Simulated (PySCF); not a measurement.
## Radial density of N²⁺ (nitrogen, charge +2)

UHF, [He] 2s2 2p1, 2P determinant. Calculation: PySCF 2.14, in def2-QZVPPD; no relativity, point nucleus.

```json
{"r (bohr)": "0.00425", "4πr²ρ (e/bohr)": "0.04478", "4πr²(ρα − ρβ)": "0.0000"}
{"r (bohr)": "0.00716", "4πr²ρ (e/bohr)": "0.1217", "4πr²(ρα − ρβ)": "0.0000"}
{"r (bohr)": "0.0120", "4πr²ρ (e/bohr)": "0.3216", "4πr²(ρα − ρβ)": "0.0001"}
{"r (bohr)": "0.0202", "4πr²ρ (e/bohr)": "0.8116", "4πr²(ρα − ρβ)": "0.0002"}
{"r (bohr)": "0.0341", "4πr²ρ (e/bohr)": "1.894", "4πr²(ρα − ρβ)": "0.0007"}
{"r (bohr)": "0.0573", "4πr²ρ (e/bohr)": "3.882", "4πr²(ρα − ρβ)": "0.0022"}
{"r (bohr)": "0.0963", "4πr²ρ (e/bohr)": "6.410", "4πr²(ρα − ρβ)": "0.0089"}
{"r (bohr)": "0.162", "4πr²ρ (e/bohr)": "7.391", "4πr²(ρα − ρβ)": "0.0402"}
{"r (bohr)": "0.273", "4πr²ρ (e/bohr)": "4.789", "4πr²(ρα − ρβ)": "0.1634"}
{"r (bohr)": "0.458", "4πr²ρ (e/bohr)": "1.954", "4πr²(ρα − ρβ)": "0.4899"}
{"r (bohr)": "0.771", "4πr²ρ (e/bohr)": "2.500", "4πr²(ρα − ρβ)": "0.8534"}
{"r (bohr)": "1.30", "4πr²ρ (e/bohr)": "2.022", "4πr²(ρα − ρβ)": "0.5971"}
{"r (bohr)": "2.18", "4πr²ρ (e/bohr)": "0.3332", "4πr²(ρα − ρβ)": "0.0956"}
{"r (bohr)": "3.67", "4πr²ρ (e/bohr)": "0.004679", "4πr²(ρα − ρβ)": "0.0017"}
```
